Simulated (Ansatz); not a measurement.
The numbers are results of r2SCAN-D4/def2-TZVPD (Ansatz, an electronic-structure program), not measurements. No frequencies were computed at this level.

Ansatz 0.2 input:
```yaml
crystal:
  periodic: [false, false, false]
  atoms:
    - { symbol: N, position_ang: [-0.685352, -0.019621, -0.030533] }
    - { symbol: C, position_ang: [0.659396, 0.018749, 0.029747] }
    - { symbol: O, position_ang: [1.379532, -0.933735, -0.102755] }
    - { symbol: H, position_ang: [-1.136875, -0.904916, -0.198259] }
    - { symbol: H, position_ang: [-1.255051, 0.798471, 0.084893] }
    - { symbol: H, position_ang: [1.03835, 1.041052, 0.216906] }
basis:
  gaussian: { orbitals: def2-tzvpd }
hamiltonian:
  xc: r2scan
  dispersion: d4
relax:
  max_steps: 150
```

Output:

```
Functional definition: r2SCAN
690 factors; their error is unknown
mean field evaluation 1: about -4615.1832 eV, gradient 6.5e1 eV
mean field evaluation 2: about -4598.2019 eV, gradient 1.1e2 eV
mean field evaluation 4: about -4622.4740 eV, gradient 9.2e0 eV
mean field evaluation 8: about -4622.6357 eV, gradient 2.0e-1 eV
mean field evaluation 16: about -4622.6209 eV, gradient 7.2e-5 eV
mean field -4622.62092686 eV, -169.8781857373 hartree, gradient 6.7e-6 eV, S^2 0.000000; 0 other end points of the search recorded, 0 dependent functions left out
reference -4622.62094152 eV, -169.8781862760 hartree; 12, 12 occupied and 129, 129 virtual orbitals, 690 factors
relax step   1: F+E_penalty+E_count = -4622.63500563 eV  Δ(F+E_penalty+E_count) = +0.000e0 eV  max|allowed force component| = 6.999e-1 eV/Å  Δτ_max = 0.0000 Å  (29 SCF iters, accepted)
these checks for a lower state are left out or cut short: starts, cluster_reference, orbital_swaps, neighbouring_geometries, increment
690 factors; their error is unknown
mean field -4622.62771354 eV, -169.8784351431 hartree, gradient 1.2e-5 eV, S^2 0.000000; 0 other end points of the search recorded, 0 dependent functions left out
reference -4622.62772823 eV, -169.8784356827 hartree; 12, 12 occupied and 129, 129 virtual orbitals, 690 factors
relax step   2: F+E_penalty+E_count = -4622.64178734 eV  Δ(F+E_penalty+E_count) = -6.782e-3 eV  max|allowed force component| = 1.963e-1 eV/Å  Δτ_max = 0.0085 Å  (34 SCF iters, accepted)
these checks for a lower state are left out or cut short: starts, cluster_reference, orbital_swaps, neighbouring_geometries, increment
690 factors; their error is unknown
mean field evaluation 32: about -4622.6281 eV, gradient 1.2e-5 eV
mean field -4622.62812165 eV, -169.8784501408 hartree, gradient 1.2e-5 eV, S^2 0.000000; 0 other end points of the search recorded, 0 dependent functions left out
reference -4622.62813634 eV, -169.8784506807 hartree; 12, 12 occupied and 129, 129 virtual orbitals, 690 factors
relax step   3: F+E_penalty+E_count = -4622.64219406 eV  Δ(F+E_penalty+E_count) = -4.067e-4 eV  max|allowed force component| = 9.867e-2 eV/Å  Δτ_max = 0.0059 Å  (34 SCF iters, accepted)
these checks for a lower state are left out or cut short: starts, cluster_reference, orbital_swaps, neighbouring_geometries, increment
690 factors; their error is unknown
mean field -4622.62843234 eV, -169.8784615585 hartree, gradient 1.2e-5 eV, S^2 0.000000; 0 other end points of the search recorded, 0 dependent functions left out
reference -4622.62844704 eV, -169.8784620986 hartree; 12, 12 occupied and 129, 129 virtual orbitals, 690 factors
relax step   4: F+E_penalty+E_count = -4622.64250445 eV  Δ(F+E_penalty+E_count) = -3.104e-4 eV  max|allowed force component| = 8.034e-2 eV/Å  Δτ_max = 0.0064 Å  (34 SCF iters, accepted)
these checks for a lower state are left out or cut short: starts, cluster_reference, orbital_swaps, neighbouring_geometries, increment
690 factors; their error is unknown
mean field -4622.62856083 eV, -169.8784662804 hartree, gradient 1.2e-5 eV, S^2 0.000000; 0 other end points of the search recorded, 0 dependent functions left out
reference -4622.62857553 eV, -169.8784668204 hartree; 12, 12 occupied and 129, 129 virtual orbitals, 690 factors
relax step   5: F+E_penalty+E_count = -4622.64263357 eV  Δ(F+E_penalty+E_count) = -1.291e-4 eV  max|allowed force component| = 2.009e-2 eV/Å  Δτ_max = 0.0015 Å  (35 SCF iters, accepted)
these checks for a lower state are left out or cut short: starts, cluster_reference, orbital_swaps, neighbouring_geometries, increment
690 factors; their error is unknown
mean field -4622.62859774 eV, -169.8784676369 hartree, gradient 1.2e-5 eV, S^2 0.000000; 0 other end points of the search recorded, 0 dependent functions left out
reference -4622.62861244 eV, -169.8784681770 hartree; 12, 12 occupied and 129, 129 virtual orbitals, 690 factors
relax step   6: F+E_penalty+E_count = -4622.64267081 eV  Δ(F+E_penalty+E_count) = -3.725e-5 eV  max|allowed force component| = 3.074e-3 eV/Å  Δτ_max = 0.0028 Å  (35 SCF iters, accepted)
690 factors; their error is unknown
mean field evaluation 64: about -4622.4811 eV, gradient 9.2e0 eV
mean field -4622.62859774 eV, -169.8784676369 hartree, gradient 1.2e-5 eV, S^2 0.000000; 1 other end points of the search recorded, 0 dependent functions left out
reference -4622.62861244 eV, -169.8784681770 hartree; 12, 12 occupied and 129, 129 virtual orbitals, 690 factors
Total energy: -4622.64268551 eV, -169.8789853527 hartree
Atom 0 at    -0.692116    -0.025458    -0.031864 Å, force     0.001975    -0.000359     0.000017 eV/Å
Atom 1 at     0.661099     0.020941     0.029866 Å, force    -0.001381     0.003074     0.000498 eV/Å
Atom 2 at     1.391040    -0.936618    -0.102752 Å, force     0.000521    -0.000415    -0.000047 eV/Å
Atom 3 at    -1.149045    -0.908214    -0.199113 Å, force    -0.000150    -0.001324    -0.000251 eV/Å
Atom 4 at    -1.249152     0.803093     0.085839 Å, force    -0.000644     0.001528     0.000248 eV/Å
Atom 5 at     1.038175     1.046256     0.218023 Å, force    -0.000321    -0.002504    -0.000465 eV/Å
Dipole moment:    -0.684328     0.447199     0.048255 e Å
```

Cost: roughly 16 core-seconds.
